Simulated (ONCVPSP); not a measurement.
# silicon: ONCV pseudisation with PBEsol, scalar-relativistic reference atom.

ONCVPSP 4.0.1 input, shortened (lines: element, Z, core and valence counts, functional; n l f; lmax; l rc ep ncon nbas qcut; lloc lpopt rc5 dvloc0; l nproj debl; icmod fcfact rcfact), PBEsol, scalar-relativistic:

```
  Si 14.00    3    2  -116133      upf
    1    0    2.00
    2    0    2.00
    2    1    6.00
    3    0    2.00
    3    1    1.00
    1
    0    1.65    0.00    4    8    4.40
    1    1.90    0.00    4    8    3.90
    4    5    1.30   -1.00
    0    2    2.00
    1    2    1.10
    3    4.25    1.10
```

All-electron outer shells of the reference configuration (PBEsol, scalar-relativistic, ld1.x):

```
shell  level (eV)  outermost node (bohr)  outermost maximum (bohr)
   2s     -148.62                   0.15                      0.45
   2p     -104.93                      –                      0.39
   3s      -18.99                   0.72                      1.75
   3p      -11.63                   0.71                      2.04
```

**Question.** Does the generator finish with these settings?

**Answer.** Yes, a potential is produced and its reference levels are reproduced.

**Question.** Estimate the cutoffs (Ha) at which the residual kinetic energy of the hardest occupied pseudo-wave falls to 1 and 0.1 mHa per electron.

**Answer.** 8.1 Ha and 12 Ha.

**Question.** Does the potential have ghost states?

**Answer.** No bound ghost flagged; GHOST(+) flagged for s at 79.9 eV.

**Question.** Which valence shell sets the plane-wave cutoff?

**Answer.** 3s: 8 Ha for 1 mHa per electron, against 3 Ha for 3p.

**Question.** Tests: 3s2 3p2; 3s2 3p0; 3s1 3p0; 3s0 3p4. Which has the largest error in its energy relative to the reference configuration, and how large is it?

**Answer.** 3s1 3p0, with +26 meV (all-electron minus pseudo) on +49.86 eV.
